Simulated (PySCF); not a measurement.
**How methods differ on the fine-structure interval of P²⁺**

P²⁺ [Ne] 3s2 3p1 [3p1/2^1, M_J = 1/2] → P²⁺ [Ne] 3s2 3p1 [3p3/2^1, M_J = 3/2], as a difference of total energies. Computed with PySCF 2.14 in an uncontracted even-tempered set (21 s from 0.054 bohr⁻², ratio 2.4; 14 p from 0.071 bohr⁻², ratio 2.4; 6 d from 0.6 bohr⁻², ratio 2.6; 5 f from 0.91 bohr⁻², ratio 2.6), with the two-component X2C-1e Hamiltonian. Correlated levels: 1s2 frozen; the 52 highest virtual spinors dropped. "Screened" scales the spin-orbit matrix elements by Boettger's factors to mimic the two-electron term; Breit and QED terms are absent.

| method | fine-structure interval (cm⁻¹) |
| --- | --- |
| GHF (screened spin-orbit) | 1655.6 |
| GMP2 (screened spin-orbit) | 511.60 |
| GHF (bare spin-orbit) | 1744.9 |

GHF and GMP2 differ strongly here because the two determinants are spin-polarised to different degrees; the interval is a small difference of such terms.
